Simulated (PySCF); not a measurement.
# How methods differ on the ionisation energy of Ag

Ag [Kr] 4d10 5s1 (2S) → Ag⁺ [Kr] 4d10 (1S), as a difference of total energies. All numbers are calculated (PySCF 2.14, a scalar-relativistic core potential, in aug-cc-pVTZ-PP with ECP28MDF (6s6p5d3f2g, 88 functions)). Correlated levels: valence: 4s2 4p6 frozen. The calculations carry no spin-orbit coupling.

| method | ionisation energy (eV) | error (eV) |
| --- | --- | --- |
| UHF | 6.365 | -1.211 |
| MP2 (valence) | 7.486 | -0.090 |
| SCS-MP2 (valence) | 7.317 | -0.259 |
| CCSD (valence) | 7.342 | -0.234 |
| CCSD(T) (valence) | 7.450 | -0.126 |

Reference: 7.576 eV (measured; NIST Atomic Spectra Database, ionization energies).

Errors of the correlated levels include the incompleteness of this basis and the frozen core.
